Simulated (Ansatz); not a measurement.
`N[Si@H](F)S[Si@@H](N)Cl` + HCl → `N[SiH](F)Cl` + `N[SiH](S)Cl`  (ligand exchange at the Si–S bond)

Gas-phase electronic energies from Ansatz, PBE0-D4/def2-TZVP geometries. CCSD(T)/CBS adds triple-zeta CCSD(T) − MP2 to the extrapolated MP2 energy (def2 sets, frozen cores). This one scheme is used for every species. Functionals use def2-TZVPP. B3LYP here is the variant with VWN-RPA as its local correlation; programs differ in this. One conformer a species, not always the lowest.

```csv
level,ΔE (kcal/mol),difference from CCSD(T)/CBS
PBE-D4,-7.9,1.2
r2SCAN-D4,-9.1,0.0
B3LYP-D4,-8.6,0.5
ωB97X-V,-9.5,-0.4
ωB97M-V,-9.4,-0.3
B2PLYP,-11.0,-1.9
PBE,-10.1,-1.0
r2SCAN,-9.8,-0.7
PBE0,-10.2,-1.1
B3LYP,-12.1,-3.0
HF/def2-TZVPP,-13.4,-4.3
MP2/def2-TZVPP,-8.8,0.3
SCS-MP2/def2-TZVPP,-9.7,-0.6
CCSD(T)/def2-TZVPP,-9.0,0.1
MP2/def2-QZVPP,-8.9,0.2
CCSD/CBS(def2),-9.8,-0.7
CCSD(T)/CBS,-9.1,0
```

Largest T1 diagnostic among the species: 0.011.

The D4 term adds +3.6 kcal/mol with B3LYP and +2.1 kcal/mol with PBE0; it sums over pairs of atoms, weighted by their polarisabilities, and B3LYP, whose exchange is more repulsive, gets the larger term. In def2-TZVPP, CCSD(T) changes the Hartree–Fock value by +4.4 kcal/mol (the triples alone add +0.7 kcal/mol) and MP2 by +4.6 kcal/mol.
